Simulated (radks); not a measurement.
Ge4+, configuration [Ar] 3d9.5 4f0.5 (fractional occupations, a model configuration). Calculated with a radial shooting solver on a logarithmic mesh with Libxc functionals: scalar-relativistic Kohn-Sham, exchange-only LDA, spin-unpolarised, spherical densities, point nucleus.

Normalised radial functions P(r) = r R(r), r in bohr:

r,1s,3d
0.002775,0.9715,0.0000
0.003205,1.1022,0.0000
0.003701,1.2480,0.0000
0.00424,1.4001,0.0000
0.004897,1.5771,0.0001
0.005656,1.7707,0.0001
0.006531,1.9807,0.0001
0.007483,2.1931,0.0002
0.008642,2.4312,0.0003
0.009981,2.6797,0.0004
0.01153,2.9344,0.0006
0.01321,3.1749,0.0009
0.01525,3.4220,0.0014
0.01761,3.6516,0.0021
0.02034,3.8520,0.0032
0.0233,4.0023,0.0046
0.02691,4.1065,0.0068
0.03108,4.1404,0.0100
0.0359,4.0913,0.0147
0.04146,3.9501,0.0214
0.0475,3.7289,0.0302
0.05485,3.4055,0.0433
0.06335,3.0029,0.0613
0.07316,2.5433,0.0860
0.08382,2.0835,0.1171
0.0968,1.6021,0.1600
0.1118,1.1593,0.2155
0.1291,0.7821,0.2852
0.1479,0.5011,0.3653
0.1708,0.2860,0.4652
0.1973,0.1469,0.5791
0.2278,0.0669,0.7030
0.261,0.0280,0.8234
0.3015,0.0095,0.9457
0.3482,0.0027,1.0520
0.4021,0.0006,1.1311
0.4606,0.0001,1.1719
0.532,0.0000,1.1733
0.6144,0.0000,1.1305
0.7096,0.0000,1.0477
0.8195,0.0000,0.9327
0.9388,0.0000,0.8038
1.084,0.0000,0.6564
1.252,0.0000,0.5088
1.446,0.0000,0.3714
1.657,0.0000,0.2587
1.913,0.0000,0.1631
2.21,0.0000,0.0937
2.552,0.0000,0.0483
2.924,0.0000,0.0231
3.377,0.0000,0.0091
3.9,0.0000,0.0031
4.504,0.0000,0.0008
5.16,0.0000,0.0002
5.959,0.0000,0.0000
6.882,0.0000,0.0000
7.948,0.0000,0.0000
9.106,0.0000,0.0000
10.52,0.0000,0.0000
12.14,0.0000,0.0000

1s: eigenvalue -10998.8 eV, 0 radial nodes, <r> = 0.0471 bohr, 90 % of the charge inside 0.0841 bohr. 3d: eigenvalue -85.189 eV, 0 radial nodes, <r> = 0.702 bohr, 90 % of the charge inside 1.17 bohr.
